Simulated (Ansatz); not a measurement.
Calculated with Ansatz (gas phase, PBE0-D4/def2-TZVP geometries, no zero-point term in ΔE). CBS: MP2 limit from def2 TZ/QZ plus the TZ coupled-cluster correction, frozen cores. Functionals use def2-TZVPP. B3LYP here is the variant with VWN-RPA as its local correlation; programs differ in this. One conformer a species, not always the lowest.

`OB(O)S` + `N[SiH2]N[SiH](N)Cl` → `OB(S)Cl` + `N[SiH2]N[SiH](N)O`  (redistribution)

(1) Is it downhill or uphill in electronic energy at CCSD(T)/CBS, and by how much? (Best estimate.)

(2) What do these levels give: r2SCAN-D4, B3LYP-D4, ωB97X-V, PBE, MP2/def2-TZVPP, SCS-MP2/def2-TZVPP, CCSD/def2-TZVPP, CCSD(T)/def2-TZVPP, HF/def2-QZVPP, MP2/def2-QZVPP, HF/CBS(def2), MP2/CBS(def2)? (Best estimate.)

Largest T1 diagnostic among the species: 0.012.

## Answers

(1) The calculation gave: Uphill: ΔE = +6.4 kcal/mol.

(2) Ansatz gave: r2SCAN-D4 6.2, B3LYP-D4 6.8, ωB97X-V 6.8, PBE 5.8, MP2/def2-TZVPP 5.6, SCS-MP2/def2-TZVPP 6.0, CCSD/def2-TZVPP 6.5, CCSD(T)/def2-TZVPP 5.9, HF/def2-QZVPP 9.4, MP2/def2-QZVPP 5.9, HF/CBS(def2) 9.4, MP2/CBS(def2) 6.1 kcal/mol.

In def2-TZVPP, CCSD(T) changes the Hartree–Fock value by −3.5 kcal/mol (the triples alone add −0.6 kcal/mol) and MP2 by −3.8 kcal/mol. From PBE to PBE0 (25 % exact exchange), in def2-TZVPP and without D4, ΔE moves by +0.9 kcal/mol.
